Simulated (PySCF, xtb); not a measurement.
CH5Ga, SMILES [CH3][GaH2].

GFN2-xTB (xtb) at its own geometry gives an orbital gap of 5.27 eV and a dipole moment of 1.87 D.

The structure is a stationary point at TPSSh-D3(BJ)/def2-TZVP.

Question: What does PySCF with CAM-B3LYP/def2-TZVPD give? (The exact figures need the calculation; the answer reports its results.)

Answer: gap 8.85 eV (levels -9.38 and -0.53 eV), dipole 0.64 D.
